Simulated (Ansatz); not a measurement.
Program: Ansatz 0.2.0.

A structure relaxed at PBE0-D4/def2-TZVP, charge 0, multiplicity 1:

Cartesian coordinates in Å:
```
C -0.256 -0.502 1.527
C -0.137 -0.168 0.245
C -1.125 -0.646 -0.766
Cl -1.692 0.712 -1.795
Si 1.292 0.887 -0.331
F 2.413 0.830 0.815
H -1.089 -1.102 1.888
H 0.480 -0.200 2.265
H -2.006 -1.092 -0.305
H -0.676 -1.363 -1.455
H 0.925 2.310 -0.506
H 1.870 0.333 -1.581
```

Give its formula and SMILES.

C3H6ClFSi, `C=C(CCl)[SiH2]F`.

Summarise the bond lengths by kind.

2 × C–C 1.331 to 1.491 Å; 4 × C–H 1.085 to 1.091 Å; 1 × C–Si 1.867 Å; 1 × C–Cl 1.796 Å; 1 × F–Si 1.604 Å; 2 × H–Si 1.479 to 1.484 Å.
